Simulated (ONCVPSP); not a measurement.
**Before and after: ONCV potential for P (Z = 15)**

```json
{"Element": "P", "Generator": "ONCVPSP 4.0.1", "Type": "optimised norm-conserving Vanderbilt (ONCV)", "Functional": "LDA (Perdew-Zunger)", "Relativity": "scalar-relativistic", "Frozen core": "[Ne]", "Valence charge": "5", "Reference configuration": "3s2 3p3", "Partial waves": "3s: rc 1.60 bohr, ncon 4, nbas 8, qcut 4.5 1/bohr, 2 projectors, debl 2 Ha; 3p: rc 1.45 bohr, ncon 4, nbas 8, qcut 6.5 1/bohr, 2 projectors, debl 0.4 Ha; d scattering state at 0.04 Ha: rc 1.65 bohr, ncon 5, nbas 8, qcut 6.1 1/bohr, 2 projectors, debl 3.2 Ha", "Local potential": "polynomial inside 1.20 bohr (lpopt 5, dvloc0 0 Ha)", "Core correction": "polynomial model core, fcfact 0.45"}
```

Change: local potential polynomial inside 1.20 bohr (lpopt 5, dvloc0 6.5 Ha).

Cutoffs: the cutoffs (Ha) at which the residual kinetic energy of the hardest occupied pseudo-wave falls to 1 and 0.1 mHa per electron; they do not see the model core or the augmentation charge, which bear on the density cutoff. Errors are all-electron minus pseudo energies relative to the spin-unpolarised reference configuration.

Question: What does the change do?

Answer: The potential gets neither clearly harder nor softer (9.9 Ha and 36 Ha → 9.9 Ha and 36 Ha); a bound ghost appears in p, which as a rule spoils a file; the errors of the 4 common tests hardly move; the range in which the p phases agree widens (upper end 3.6 → 4.8). In the separable form a ghost depends on how the local part lies against the semilocal potential of the channel, so the choice of the local part can create or remove one.

| quantity | base | changed |
| --- | --- | --- |
| cutoff, loose | 9.9 Ha | 9.9 Ha |
| cutoff, tight | 36 Ha | 36 Ha |
| bound ghosts | none | p |
| GHOST(+) flags under 300 eV | s at 139.5 eV | none |
| error for 3s2 3p2, meV [ΔE 9.82 eV] | +1.0 | +1.0 |
| error for 3s2 3p1, meV [ΔE 29.07 eV] | +12 | +12 |
| error for 3s2 3p0, meV [ΔE 58.96 eV] | +52 | +52 |
| error for 3s1 3p3, meV [ΔE 18.89 eV] | +0.4 | +0.4 |
| s: phases at 1.62 bohr within 0.05 rad from the reference energy up to (Ha; the scan ends near 5) | 4.1 | 4.5 |
| p: phases at 1.47 bohr within 0.05 rad from the reference energy up to (Ha; the scan ends near 5) | 3.6 | 4.8 |
| d: phases at 1.68 bohr within 0.05 rad from the reference energy up to (Ha; the scan ends near 5) | to the end of the scan | to the end of the scan |
| rms error of d²Exc/dni dnj with the model core, mHa | 0.38 | 0.38 |

Base: The cutoffs count occupied waves only; projector 2 of the d channel, the hardest unoccupied one, needs 46 Ha at the loose tolerance. Changed file: The cutoffs count occupied waves only; projector 2 of the d channel, the hardest unoccupied one, needs 46 Ha at the loose tolerance. A true bound ghost makes a file unfit for plane-wave use even where its test errors are small: the radial tests pick states by their node count and pass the ghost by.
